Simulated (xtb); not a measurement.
diphosphane (H₄P₂), SMILES PP. All values are semi-empirical tight-binding results from xtb (GFN2-xTB unless named), good for trends rather than for accurate numbers. The structure is a stationary point at GFN2-xTB.

Optimised geometry:

```xyz
6

P     -1.0689     0.1303     0.0006
P      1.0689    -0.1303     0.0006
H     -1.2802    -0.8219     0.9982
H     -1.2771    -0.8114    -1.0076
H      1.2802     0.8219     0.9982
H      1.2771     0.8114    -1.0076
```

The point group as xtb finds it comes out as C2h and the orbital gap is 4.75 eV. The zero-point energy is 21.5 kcal/mol, the G − E(el) at 298.15 K (modified RRHO) comes out as 5.7 kcal/mol and the static polarisability (D4 model) is 55.7 bohr³. The solvation energy, GFN2-xTB/ALPB(water) is 1.8 kcal/mol and the solvation energy, GFN2-xTB/ALPB(dmf) is -3.4 kcal/mol.

Computed atomic charges and the Wiberg bond orders between heavy atoms:
charges (e) P1 -0.09, P2 -0.09, H3 0.05, H4 0.04, H5 0.05, H6 0.04. Bond orders P1–P2 1.30.
